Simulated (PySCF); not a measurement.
trichloroethylene (C₂HCl₃), SMILES ClC=C(Cl)Cl. Atoms are numbered in the order given.

```xyz
6

Cl     0.3504     2.2664     0.0000
C      0.9181     0.6388     0.0000
C      0.1107    -0.4318     0.0000
Cl    -1.6118    -0.3364     0.0000
Cl     0.7806    -2.0334     0.0000
H      2.0015     0.5172     0.0000
```
Charge 0, spin multiplicity 1.

The structure is a stationary point at B3LYP-D3(BJ)/def2-SVP.

Calculation: HF/pcSseg-1 (PySCF).

GIAO shieldings, no solvent; atoms listed in one row are averaged. δ = σ(ref) − σ: ³⁵Cl against HCl (σ = 958.2 ppm); ¹³C against TMS (σ = 192.6 ppm); ¹H against TMS (σ = 31.99 ppm), references at their B3LYP-D3(BJ)/def2-TZVP geometries, non-relativistic (without spin–orbit terms, shifts of atoms bonded to Cl or Br come out too high).

```tsv
nucleus	atoms	count	δ (ppm)
³⁵Cl	Cl5	1	252.5
³⁵Cl	Cl4	1	250.1
³⁵Cl	Cl1	1	158.0
¹³C	C3	1	147.4
¹³C	C2	1	137.3
¹H	H6	1	6.78
```
